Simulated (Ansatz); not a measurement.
Reaction (isomerisation): `C/C=N\[SiH3]` → `N/C=C/[SiH3]`

Computed with Ansatz on PBE0-D4/def2-TZVP structures; ΔE is electronic, products minus reactants. CBS: MP2 limit from def2 TZ/QZ plus the TZ coupled-cluster correction, frozen cores. Double bonds are as drawn, so ΔE can hold a change between cis and trans. DFT in def2-TZVPP. B3LYP here is the variant with VWN-RPA as its local correlation; programs differ in this. One conformer a species, not always the lowest.

```
             level  ΔE (kcal/mol)
            PBE-D4            4.3
        r2SCANh-D4            4.9
             B3LYP            6.1
           r2SCAN0            4.8
             BHLYP            6.6
         CAM-B3LYP            6.2
SCS-MP2/def2-TZVPP            7.8
     HF/def2-QZVPP            8.9
```

Q: What does CCSD(T)/CBS give? (Estimate.)

A: The calculation gave: +6.4 kcal/mol. The listed levels differ from it by -2.1, -1.5, -0.3, -1.6, 0.2, -0.2, 1.4, 2.5 kcal/mol.

Largest T1 diagnostic among the species: 0.013.

Leaving LDA and LC-ωPBE aside and taking each functional with its dispersion term where it has one, the values, not all of them listed here, spread over 2.6 kcal/mol, from PBE-D4 to BHLYP-D4. LDA lies −2.3 kcal/mol from PBE without D4. In def2-TZVPP, CCSD(T) changes the Hartree–Fock value by −1.7 kcal/mol (the triples alone add −0.2 kcal/mol) and MP2 by −2.3 kcal/mol.
